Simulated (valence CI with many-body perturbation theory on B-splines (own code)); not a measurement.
# Re LXII: electric-dipole lines

Method: configuration interaction combined with many-body perturbation theory (CI+MBPT): four valence electrons over a frozen Dirac-Fock core [Ne], radial functions for each j: 11 s, 11 p, 10 d, 8 f, 5 g, 2 h, with the one-electron correlation potential Σ1 (screened to all orders), the two-electron term Σ2, the three-electron term Σ3, Breit, model QED; selected single and double excitations, second order for the rest, scaled by the run's own slope (own B-spline code, finite nucleus).

The last digits are not significant, and no measured levels were compared; by estimate large intervals hold to a few tenths of a per cent, small ones and those within an open d or f shell to about a per cent. Among the levels kept, up to 590 cm⁻¹ of a level comes from second order outside the variational space, and about a tenth of that is noise between levels of different J, which matters for small intervals.

Lines 51 to 100 of 576 in falling wavelength, among levels below 133.86 Ry, chosen from the strongest by gf and those to the six lowest levels. Wavelengths and rates use the calculated energies. Electric multipoles are in the length gauge with retardation, E1 and E2 with the static RPA response of the core. Weak lines are less certain than strong ones. Lines between different terms over intervals too small for the method are left out, as are lines whose strength nearly cancels. The highest levels of a list are the least certain.

Levels are named by their leading jj configuration (3d3/2^4 stands for four electrons in 3d with j = 3/2), which in mixed levels can hold well under half, so a name can repeat and another be missing. Letters in brackets count levels of one name in rising energy.

| λ vac (Å) | Upper | Lower | A (s⁻¹) | S (a.u.) with core polarisation | S without |
| --- | --- | --- | --- | --- | --- |
| 64.71 | (3p1/2^2 3d3/2^2) J=2 | (3s 3p1/2 3d3/2^2) J=3 | 5.42e+10 | 3.62e-02 | 3.68e-02 |
| 64.64 | (3p1/2^2 3p3/2 3d5/2) J=2 | (3s 3p1/2 3p3/2 3d5/2) J=1 [a] | 2.48e+10 | 1.65e-02 | 1.67e-02 |
| 64.55 | (3p1/2^2 3p3/2 3d5/2) J=1 | (3s 3p1/2 3p3/2 3d5/2) J=1 [c] | 4.54e+10 | 1.81e-02 | 1.84e-02 |
| 64.45 | (3s 3p1/2 3p3/2^2) J=2 [b] | (3s^2 3p3/2^2) J=2 | 2.61e+10 | 1.73e-02 | 1.75e-02 |
| 64.44 | (3p1/2^2 3p3/2 3d5/2) J=2 | (3s 3p1/2 3p3/2 3d5/2) J=3 [b] | 3.12e+10 | 2.06e-02 | 2.09e-02 |
| 63.84 | (3p1/2 3p3/2^3) J=1 | (3s 3p3/2^3) J=2 | 4.99e+10 | 1.92e-02 | 1.95e-02 |
| 63.43 | (3p1/2^2 3p3/2 3d5/2) J=3 | (3s 3p1/2 3p3/2 3d5/2) J=4 [c] | 2.40e+10 | 2.12e-02 | 2.15e-02 |
| 63.25 | (3p1/2^2 3d5/2^2) J=2 | (3s 3p1/2 3d5/2^2) J=3 [a] | 8.09e+10 | 5.05e-02 | 5.12e-02 |
| 62.59 | (3s 3p1/2 3p3/2 3d5/2) J=3 [c] | (3s^2 3p3/2 3d5/2) J=4 | 3.34e+10 | 2.83e-02 | 2.87e-02 |
| 62.30 | (3p1/2 3p3/2^2 3d5/2) J=3 | (3s 3p3/2^2 3d5/2) J=4 [a] | 5.16e+10 | 4.31e-02 | 4.37e-02 |
| 62.25 | (3p1/2^2 3d3/2 3d5/2) J=4 | (3s 3p1/2 3d3/2 3d5/2) J=4 [b] | 2.64e+10 | 2.83e-02 | 2.87e-02 |
| 62.19 | (3p1/2^2 3d5/2^2) J=4 | (3s 3p1/2 3d5/2^2) J=5 | 7.59e+10 | 8.11e-02 | 8.23e-02 |
| 61.90 | (3s 3p1/2^2 3d3/2) J=1 | (3s 3p1/2^2 3p3/2) J=1 | 1.60e+10 | 5.61e-03 | 5.69e-03 |
| 61.86 | (3s 3p1/2^2 3p3/2) J=1 | (3s^2 3p1/2 3p3/2) J=1 | 1.53e+10 | 5.36e-03 | 5.44e-03 |
| 61.66 | (3s 3p1/2 3p3/2 3d3/2) J=2 [e] | (3s^2 3p3/2 3d3/2) J=3 | 3.59e+10 | 2.08e-02 | 2.11e-02 |
| 61.65 | (3s 3p1/2 3p3/2 3d5/2) J=4 [c] | (3s^2 3p3/2 3d5/2) J=4 | 2.05e+10 | 2.13e-02 | 2.16e-02 |
| 61.58 | (3p1/2 3p3/2^2 3d5/2) J=4 [a] | (3s 3p3/2^2 3d5/2) J=5 | 4.74e+10 | 4.92e-02 | 5.00e-02 |
| 61.45 | (3p1/2^2 3d3/2 3d5/2) J=4 | (3s 3p1/2 3d3/2 3d5/2) J=5 | 7.81e+10 | 8.05e-02 | 8.18e-02 |
| 60.79 | (3p1/2 3p3/2^2 3d3/2) J=2 [b] | (3s 3p3/2^2 3d3/2) J=3 [a] | 3.37e+10 | 1.87e-02 | 1.89e-02 |
| 60.59 | (3p1/2^2 3d3/2 3d5/2) J=3 | (3s 3p1/2 3d3/2 3d5/2) J=4 [a] | 5.42e+10 | 4.16e-02 | 4.22e-02 |
| 60.55 | (3p1/2 3p3/2^2 3d5/2) J=4 [b] | (3s 3p3/2^2 3d5/2) J=4 [a] | 3.50e+10 | 3.45e-02 | 3.50e-02 |
| 60.51 | (3p1/2^2 3p3/2 3d5/2) J=4 | (3s 3p1/2 3p3/2 3d5/2) J=5 | 7.02e+10 | 6.91e-02 | 7.02e-02 |
| 60.40 | (3p1/2 3p3/2^2 3d3/2) J=3 [b] | (3s 3p3/2^2 3d3/2) J=4 | 6.34e+10 | 4.82e-02 | 4.89e-02 |
| 60.14 | (3p1/2 3p3/2^2 3d5/2) J=5 | (3s 3p3/2^2 3d5/2) J=5 | 3.54e+10 | 4.18e-02 | 4.24e-02 |
| 60.10 | (3p1/2^2 3p3/2 3d3/2) J=2 | (3s 3p1/2 3p3/2 3d3/2) J=3 [a] | 4.83e+10 | 2.59e-02 | 2.63e-02 |
| 59.89 | (3p1/2^2 3p3/2 3d3/2) J=3 | (3s 3p1/2 3p3/2 3d3/2) J=4 | 8.68e+10 | 6.44e-02 | 6.54e-02 |
| 59.68 | (3p1/2^2 3d3/2^2) J=2 | (3s 3p1/2 3d3/2^2) J=2 [a] | 4.39e+10 | 2.30e-02 | 2.34e-02 |
| 59.65 | (3s 3p1/2^2 3d3/2) J=2 | (3s 3p1/2^2 3p3/2) J=1 | 7.43e+09 | 3.89e-03 | 3.95e-03 |
| 59.47 | (3s^2 3p3/2^2) J=0 | (3s 3p1/2^2 3p3/2) J=1 | 5.15e+08 | 5.34e-05 | 5.42e-05 |
| 59.30 | (3s 3p1/2 3p3/2 3d3/2) J=2 [b] | (3s 3p1/2 3p3/2^2) J=3 | 6.69e+10 | 3.44e-02 | 3.50e-02 |
| 58.97 | (3p1/2^2 3p3/2 3d5/2) J=3 | (3s 3p1/2 3p3/2 3d5/2) J=4 [b] | 3.41e+10 | 2.42e-02 | 2.45e-02 |
| 58.02 | (3p1/2^2 3d5/2^2) J=4 | (3s 3p1/2 3d5/2^2) J=4 [a] | 1.54e+10 | 1.33e-02 | 1.35e-02 |
| 57.84 | (3p1/2^2 3d3/2 3d5/2) J=2 | (3p1/2^2 3p3/2 3d5/2) J=3 | 4.90e+10 | 2.34e-02 | 2.37e-02 |
| 57.80 | (3s^2 3p1/2 3d3/2) J=2 | (3s^2 3p1/2 3p3/2) J=2 | 1.03e+10 | 4.91e-03 | 4.97e-03 |
| 57.59 | (3p1/2^2 3d3/2^2) J=2 | (3p1/2^2 3p3/2 3d3/2) J=3 | 3.68e+10 | 1.73e-02 | 1.76e-02 |
| 57.49 | (3s^2 3p3/2^2) J=2 | (3s 3p1/2^2 3p3/2) J=2 | 8.23e+07 | 3.86e-05 | 3.92e-05 |
| 56.63 | (3p1/2^2 3p3/2 3d3/2) J=1 | (3s 3p1/2 3p3/2 3d3/2) J=2 [b] | 5.82e+10 | 1.57e-02 | 1.59e-02 |
| 55.36 | (3s^2 3p1/2 3d3/2) J=2 | (3s^2 3p1/2 3p3/2) J=1 | 3.28e+08 | 1.37e-04 | 1.39e-04 |
| 54.33 | (3p1/2^2 3p3/2 3d5/2) J=4 | (3s 3p1/2 3p3/2 3d5/2) J=4 [a] | 3.62e+10 | 2.58e-02 | 2.62e-02 |
| 54.32 | (3s 3p1/2^2 3d3/2) J=1 | (3s 3p1/2^2 3p3/2) J=2 | 5.82e+09 | 1.38e-03 | 1.40e-03 |
| 53.77 | (3s 3p1/2 3d3/2 3d5/2) J=4 [b] | (3s 3p1/2 3p3/2 3d5/2) J=4 [b] | 2.23e+10 | 1.54e-02 | 1.56e-02 |
| 52.57 | (3s 3p1/2^2 3d3/2) J=2 | (3s 3p1/2^2 3p3/2) J=2 | 1.40e+10 | 5.01e-03 | 5.07e-03 |
| 50.15 | (3p1/2^2 3d3/2 3d5/2) J=4 | (3p1/2^2 3p3/2 3d5/2) J=4 | 3.40e+10 | 1.91e-02 | 1.93e-02 |
| 49.52 | (3s 3p1/2 3d3/2 3d5/2) J=5 | (3s 3p1/2 3p3/2 3d5/2) J=5 | 2.20e+10 | 1.45e-02 | 1.47e-02 |
| 47.81 | (3s^2 3p1/2 3d3/2) J=1 | (3s^2 3p1/2 3p3/2) J=2 | 5.61e+09 | 9.08e-04 | 9.24e-04 |
| 46.13 | (3s^2 3p1/2 3d3/2) J=1 | (3s^2 3p1/2 3p3/2) J=1 | 2.85e+09 | 4.14e-04 | 4.19e-04 |
| 44.58 | (3s 3p1/2^2 3d5/2) J=3 | (3s^2 3p1/2 3d3/2) J=2 | 5.30e+08 | 1.62e-04 | 1.64e-04 |
| 42.42 | (3s 3p1/2^2 3d5/2) J=2 | (3s^2 3p1/2 3d3/2) J=2 | 6.27e+08 | 1.18e-04 | 1.20e-04 |
| 42.27 | (3s 3p1/2 3d5/2^2) J=4 [a] | (3s 3p1/2 3p3/2 3d5/2) J=3 [c] | 4.24e+10 | 1.42e-02 | 1.44e-02 |
| 41.44 | (3s 3p1/2 3d5/2^2) J=3 [b] | (3s 3p1/2 3p3/2 3d5/2) J=2 [d] | 2.14e+11 | 5.26e-02 | 5.33e-02 |
